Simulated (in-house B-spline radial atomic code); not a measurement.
Configurations of O⁴⁺, with energies counted from [He] 2s2. Method: non-relativistic HSE06, spin-polarised, spherical fractional occupations, point nucleus. Calculated with a radial B-spline atomic code at the basis-set limit. Caution: exact exchange at fractional occupations of open shells leaves self-interaction of up to several eV. Shells without spins written out take the highest spin.

```tsv
configuration	E - E(ref) (eV)	highest orbital	its <r> (bohr)
[He] 2s(0 up, 1 down) 2p(0 up, 1 down)	10.911	2p down	0.8607
[He] 2s1 3s1	66.253	3s up	2.245
[He] 2s1 3p1	70.538	3p up	2.259
```

Question: Order these further configurations by energy, lowest first.
A. [He] 2s(1 up, 0 down) 3d(1 up, 0 down)
B. [He] 2s(1 up, 0 down) 3p(0 up, 1 down)
C. [He] 2s(0 up, 1 down) 3s(1 up, 0 down)

Answer: C (66.825 eV), B (70.877 eV), A (73.428 eV).
